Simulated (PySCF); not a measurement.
Species: CH4F3P3Si.
Geometry (GFN2-xTB, Å), atoms numbered from 1 in this order:
```xyz
12
CH4F3P3Si angstrom
F     -2.2445   -2.0664   -0.0051
C     -2.3293   -0.7297    0.0019
F     -2.5709   -0.3514   -1.2608
F     -3.4214   -0.4155    0.7116
P     -0.7929    0.0339    0.7782
P     -0.5723    1.6116   -0.6858
P      0.4954   -0.2990   -0.9279
Si     2.4697   -0.0486    0.1683
H      0.3726    2.2964    0.0956
H      2.3873    0.9529    1.2390
H      3.4190    0.3788   -0.8593
H      2.7885   -1.3639    0.7182
```

Level of theory: TDDFT CAM-B3LYP/def2-SVPD, vertical, gas phase, core orbitals frozen in the response (PySCF).

Ground-to-excited transition dipoles (e·a0, same axes as the geometry; the sign carries no meaning), for the states with f of 0.002 or more among the lowest 8:

| state | E (eV) | μx | μy | μz |
| --- | --- | --- | --- | --- |
| S1 | 5.241 | -0.282 | -0.025 | 0.050 |
| S2 | 5.712 | -0.102 | 0.082 | 0.150 |
| S3 | 5.836 | 0.076 | -0.055 | 0.278 |
| S5 | 6.126 | -0.085 | 0.042 | -0.207 |
| S6 | 6.283 | -0.226 | -0.087 | -0.066 |
| S7 | 6.303 | -0.080 | 0.042 | 0.222 |
| S8 | 6.402 | 0.720 | -0.072 | -0.393 |

What oscillator strength does each state have?

f = (2/3) ΔE |μ|² with ΔE in hartree (27.2114 eV).

```tsv
state	|μ|² (au)	|μ| (D)	f
S1	0.083	0.73	0.011
S2	0.039	0.50	0.006
S3	0.086	0.75	0.012
S5	0.052	0.58	0.008
S6	0.063	0.64	0.010
S7	0.057	0.61	0.009
S8	0.678	2.09	0.106
```

Which bond between heavy atoms lies closest to the direction of the S8 transition dipole?

C2–F4, at 10° from it; next P5–P7 at 24°.

What angle do the transition dipoles of S1 and S3 make?

|cos θ| = |μa·μb| / (|μa| |μb|) = 0.07, so θ ≈ 86° (taken between 0 and 90°, since the signs are arbitrary).

How is the summed strength of these states shared among x, y and z?

(2/3) Σ ΔE μα² gives 0.104 for x, 0.004 for y and 0.053 for z, 0.161 in all.

What peak molar absorption coefficient would the strongest computed level give as a lone Gaussian band 0.3 eV wide at half height?

ε(max) = 2.175×10⁸ f / FWHM, with the width in cm⁻¹. S8: 2.175×10⁸ × 0.1064 / 2420 ≈ 9600 L mol⁻¹ cm⁻¹.

Time: 52 s of wall time (grids of density and orbitals included); peak memory 1.0 GiB. Hardware: Arm Neoverse V2, one thread, on a shared host.
